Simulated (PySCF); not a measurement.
Dipole moment and polarisability of BCl2(NMe2)

Species: BCl2(NMe2), C2H6BCl2N.
Cartesian coordinates in Å at the PBE0-D3(BJ)/def2-SVP level; atoms count from 1:
```
atom  x, y, z in Å
B1     0.7804    1.3182    0.0023
Cl2    1.6668    1.8745   -1.4283
Cl3    0.8232    2.3703    1.4279
N4     0.0834    0.1100    0.0059
C5    -0.6606   -0.3785    1.1463
C6     0.0181   -0.7765   -1.1354
H7    -1.7253   -0.5104    0.8869
H8    -0.5888    0.3233    1.9842
H9    -0.2714   -1.3584    1.4729
H10    0.5972   -0.3720   -1.9725
H11    0.4199   -1.7715   -0.8768
H12   -1.0274   -0.9118   -1.4625
```

Level: wB97X-D/def2-SVPD (PySCF), static field, nuclei fixed, core orbitals frozen in the response. The polarisability tensor in these axes (au):

```
x   66.04 12.31 -6.16
y   12.31 80.16  3.56
z   -6.16  3.56 77.24
```

Q: Give the principal values, the mean and the anisotropy Δα = √{½[(α1 − α2)² + (α2 − α3)² + (α1 − α3)²]}.

A: Principal values 56.47, 79.68 and 87.29 au; mean 74.48 au = 11.04 Å³ = 12.28 × 10⁻⁴⁰ C²·m²/J; Δα = 27.80 au (37 % of the mean).

Q: What is the dipole moment, and where does it point?

A: (-1.61, -2.77, 0.01) D, 3.20 D in size, pointing from the negative to the positive side. Measured along this direction, the outermost atoms are Cl2 and Cl3 at the negative end and H11, H9, H7 and H12 at the positive end.

Q: In a dilute gas of rigid molecules at 400 K, how does the orientational term μ²/3kT compare with the electronic polarisability?

A: In Gaussian units μ²/3kT = 61.99 Å³ against 11.04 Å³, a ratio of 5.62; the Debye molar polarisation (4π/3)N_A(α + μ²/3kT) is 184.2 cm³/mol, leaving out the vibrational part.

Q: Find the Langevin capture rate constant for NO+ (29.998 u) meeting this molecule (124.997 u), k = 2.342 × 10⁻⁹ cm³/s × √(α in Å³ / reduced mass in u).

A: The reduced mass is 24.19 u, so k = 1.58 × 10⁻⁹ cm³/s. The formula leaves out the permanent dipole, which adds to the capture rate.

Q: In TDDFT the mean static polarisability is Σ f/ω² over all singlet excitations (ω in hartree). How much of it do the 10 lowest give? Their energies (eV) and oscillator strengths: 7.07, 0.0330; 7.12, 0.3580; 7.38, 0.0000; 8.19, 0.0076; 8.21, 0.0000; 8.23, 0.0011; 8.32, 0.0002; 8.34, 0.1576; 8.75, 0.0000; 8.80, 0.0081.

A: They add up to 7.58 au, 10.2 % of the 74.48 au; the largest single term is 5.24 au, from the state at 7.12 eV. Terms in order: 0.49, 5.24, 0.00, 0.08, 0.00, 0.01, 0.00, 1.68, 0.00, 0.08 au. Higher excitations give the rest. The strengths listed sum to 0.566.

Isolated species at its PBE0-D3(BJ)/def2-SVP geometry, gas phase.
